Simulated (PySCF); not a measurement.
AgCl, charge +1, quartet, geometry from GFN2-xTB of the parent state (such geometries of metal compounds can be far from the true shape) (a state made from the parent by changing its charge; the spin is typed, not shown lowest) (core potentials on Ag); B3LYP/def2-SVP run with PySCF.

PySCF was given this input:
```python
from pyscf import gto, scf, dft

mol = gto.Mole()
mol.atom = '''
    Ag   -0.000000   -0.000000   -0.587250
    Cl    0.000000    0.000000    1.623573
'''
mol.basis = 'def2-svp'
mol.ecp = {'Ag': 'def2-svp'}
mol.charge = 1
mol.spin = 3
mol.verbose = 5
mol.build()

mf = dft.UKS(mol)
mf.xc = 'b3lyp'
mf.kernel()
mf.analyze()
```

Output, abridged:

```
PySCF version 2.14.0

[INPUT] verbose = 5
[INPUT] max_memory = 4000
[INPUT] num. atoms = 2
[INPUT] num. electrons = 35
[INPUT] charge = 1
[INPUT] spin (= nelec alpha-beta = 2S) = 3
[INPUT] symmetry False subgroup None
[INPUT] Mole.unit = angstrom
[INPUT] Symbol           X                Y                Z      unit          X                Y                Z       unit  Magmom
[...]
[INPUT] ---------------- BASIS SET ----------------
[INPUT] l, kappa, [nprim/nctr], expnt,             c_1 c_2 ...
[INPUT] Cl
[...]
                                1571.7365221      0.014754727977
                                357.12065523      0.066679112875
                                100.25185935      0.17228924084
                                30.812727554      0.158837861
[...]
                                5.7045760975      0.60841752753
                                2.3508376809      0.54352153355
[...]
                                72.102015515      -0.063563355471
                                22.532680262      -0.24016428276
                                7.8991765444      -0.47798866557
                                2.8767268321      -0.38515850005
[...]
[INPUT] Ag
[...]
                                7.540731          2.7554513347
                                2.794005          0.22715408381
[...]
                                3.675263          1.0500525237
                                1.2610620905      0.64747532537
                                0.54212477498     0.25621550723
[...]
                                2.8926510238      0.23446154803
                                1.2474273203      0.44765877533
                                0.49313817671     0.3906495456
[...]
nuclear repulsion = 77.3124936402236
number of shells = 19
number of NR pGTOs = 93
number of NR cGTOs = 49
basis = def2-svp
ecp = {'Ag': 'def2-svp'}

******** <class 'pyscf.dft.uks.UKS'> ********
method = UKS
initial guess = minao
damping factor = 0
level_shift factor = 0
DIIS = <class 'pyscf.scf.diis.CDIIS'>
diis_start_cycle = 1
diis_space = 8
diis_damp = 0
SCF conv_tol = 1e-09
SCF conv_tol_grad = None
SCF max_cycles = 50
direct_scf = True
direct_scf_tol = 1e-13
number electrons alpha = 19  beta = 16
XC library pyscf.dft.libxc version 7.1.2
    S. Lehtola, C. Steigemann, M. J. T. Oliveira, and M. A. L. Marques,  SoftwareX 7, 1–5 (2018)
XC functionals = b3lyp
    P. J. Stephens, F. J. Devlin, C. F. Chabalowski, and M. J. Frisch,  J. Phys. Chem. 98, 11623 (1994)
[...]
converged SCF energy = -606.564706530417  <S^2> = 3.7532024  2S+1 = 4.0016009
Total Energy =                        -606.564706530416856
[...]
1 Cl 3pz         0.00000  -0.00000   0.00815  -0.02385
1 Cl 4px         0.00580  -0.00015   0.00000  -0.00000
1 Cl 4py         0.00013   0.00681   0.00000  -0.00000
1 Cl 4pz        -0.00000  -0.00000   0.04088  -0.03260
1 Cl 3dxy       -0.00000   0.00000  -0.00001   0.00000
1 Cl 3dyz       -0.00012  -0.00658   0.00000   0.00000
1 Cl 3dz^2       0.00000   0.00000  -0.08983   0.00247
1 Cl 3dxz       -0.00550   0.00014  -0.00000   0.00000
1 Cl 3dx2-y2     0.00000  -0.00000  -0.00030   0.00000

spin_pop of  0 Ag 4s        0.00109
spin_pop of  0 Ag 5s        0.87188
spin_pop of  0 Ag 6s        0.07334
spin_pop of  0 Ag 7s        0.00020
spin_pop of  0 Ag 8s        0.00229
spin_pop of  0 Ag 4px       0.00053
spin_pop of  0 Ag 4py      -0.00116
spin_pop of  0 Ag 4pz      -0.00014
spin_pop of  0 Ag 5px       0.00506
spin_pop of  0 Ag 5py       0.00050
spin_pop of  0 Ag 5pz       0.00033
spin_pop of  0 Ag 6px       0.00458
spin_pop of  0 Ag 6py       0.00063
spin_pop of  0 Ag 6pz       0.00141
spin_pop of  0 Ag 4dxy      0.13904
spin_pop of  0 Ag 4dyz      0.55090
spin_pop of  0 Ag 4dz^2    -0.00305
spin_pop of  0 Ag 4dxz     -0.00130
spin_pop of  0 Ag 4dx2-y2    0.00038
spin_pop of  0 Ag 5dxy      0.01746
spin_pop of  0 Ag 5dyz      0.10106
spin_pop of  0 Ag 5dz^2     0.00295
spin_pop of  0 Ag 5dxz      0.00354
spin_pop of  0 Ag 5dx2-y2   -0.00038
spin_pop of  0 Ag 4f-3     -0.00000
spin_pop of  0 Ag 4f-2     -0.00000
spin_pop of  0 Ag 4f-1     -0.00000
spin_pop of  0 Ag 4f+0      0.00004
spin_pop of  0 Ag 4f+1     -0.00002
spin_pop of  0 Ag 4f+2     -0.00000
spin_pop of  0 Ag 4f+3     -0.00000
spin_pop of  1 Cl 1s       -0.00000
spin_pop of  1 Cl 2s       -0.00001
spin_pop of  1 Cl 3s        0.02315
spin_pop of  1 Cl 4s        0.00546
spin_pop of  1 Cl 2px      -0.00000
spin_pop of  1 Cl 2py       0.00004
spin_pop of  1 Cl 2pz       0.00002
spin_pop of  1 Cl 3px      -0.00010
spin_pop of  1 Cl 3py       0.83754
spin_pop of  1 Cl 3pz       0.35738
spin_pop of  1 Cl 4px       0.00051
spin_pop of  1 Cl 4py       0.00411
spin_pop of  1 Cl 4pz       0.00098
spin_pop of  1 Cl 3dxy      0.00000
spin_pop of  1 Cl 3dyz     -0.00019
spin_pop of  1 Cl 3dz^2    -0.00075
spin_pop of  1 Cl 3dxz      0.00012
spin_pop of  1 Cl 3dx2-y2    0.00055
In total            19.00000 | 16.00000

WARN: System has nonzero charge 1; the dipole moment is origin-dependent.
Location of origin: [0. 0. 0.]

Dipole moment(X, Y, Z, Debye):  0.00000,  0.00000,  2.55002
```
